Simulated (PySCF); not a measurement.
C5H12Si, SMILES C[C@H]1CC[Si@@H]1C.

Geometry optimised at PBE0-D3(BJ)/def2-SVP. The structure was generated by enumeration; whether it is a known compound was not checked.

All values below come from SMD-B3LYP/6-31G* in PySCF.

Solvation free energies are E(SMD) − E(gas) at the gas-phase geometry, for 1 M in both phases. In vacuum the dipole moment is 0.73 D.

| solvent | ΔG(solv) (kcal/mol) | its non-electrostatic (CDS) part | dipole (D) |
|---|---|---|---|
| water | ? | ? | ? |
| benzene | -3.0 | -2.4 | 0.85 |
| ethylethanoate | -2.5 | -1.4 | 0.94 |

**Question.** What belongs in the gaps? (An estimate is asked for; the answer gives what the named calculation found.)

**Answer.** 
- water, ΔG(solv) (kcal/mol): 2.7
- water, its non-electrostatic (CDS) part: 4.2
- water, dipole (D): 1.02
